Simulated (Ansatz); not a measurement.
`C[CH2][Mg][CH3]` + `[CH3][Ge][Cl]` → `[CH3][Mg][CH3]` + `C[CH2][Ge][Cl]`  (redistribution)

Program: Ansatz. Geometries: PBE0-D4/def2-TZVP. ΔE: electronic, gas phase. CCSD(T)/CBS is the MP2 limit (def2-TZVPP, def2-QZVPP) plus CCSD(T) − MP2 in def2-TZVPP, frozen cores. Functionals use def2-TZVPP. HSE06 is defined as in plane-wave codes. For Ge, Mg outer-core shells are correlated without core-valence functions, which leaves a few kJ/mol of doubt a bond. Scalar relativity is left out up to krypton. Each species was taken in one conformer, which may not be the lowest.

| level | ΔE (eV) |
| --- | --- |
| LDA (SPW92) | -0.18 |
| HSE06-D4 | -0.14 |
| ωB97M-V | -0.15 |
| revPBE | -0.10 |
| r2SCAN | -0.15 |
| CAM-B3LYP | -0.13 |
| CCSD(T)/def2-SVP | -0.15 |
| MP2/def2-TZVPP | -0.16 |

Q: What does CCSD(T)/CBS give? (Estimate.)

A: Computed: -0.16 eV. The listed levels differ from it by -0.02, 0.02, 0.01, 0.06, 0.01, 0.03, 0.01, 0.00 eV.

Largest T1 diagnostic among the species: 0.012.

The D4 term adds −0.04 eV with B3LYP and −0.02 eV with PBE0; it sums over pairs of atoms, weighted by their polarisabilities, and B3LYP, whose exchange is more repulsive, gets the larger term. Leaving LDA and LC-ωPBE aside and taking each functional with its dispersion term where it has one, the values, not all of them listed here, spread over 0.03 eV, from r2SCAN-D4 to B2PLYP. LDA lies −0.06 eV from PBE without D4.

B3LYP here is the variant with VWN-RPA as its local correlation; programs differ in this.
